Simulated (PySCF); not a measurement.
Ga(H)2(SMe) (CH₅GaS), SMILES C[S][GaH2].

Coordinates come from a ωB97X-D3(BJ)/def2-SVP optimisation.

Level of theory: ωB97X/def2-TZVPD in PySCF.

Isolated molecule, no solvent.

```
Quantity                                                                                                        Value
---------------------------------------------------------------------------------------------  ----------------------
total energy                                                                                      -2364.23718 hartree
point group                                                                                                        Cs
highest occupied level                                                                                       -9.47 eV
lowest empty level                                                                                            0.41 eV
orbital gap                                                                                                   9.88 eV
dipole moment                                                                                                  1.47 D
quadrupole, principal values (traceless, Buckingham form, about the centre of nuclear charge)   -5.38, 1.80, 3.58 D·Å
mean static polarisability                                                                       66.1 bohr³ (9.79 Å³)
polarisability, principal values                                                               51.1, 64.9, 82.3 bohr³
```
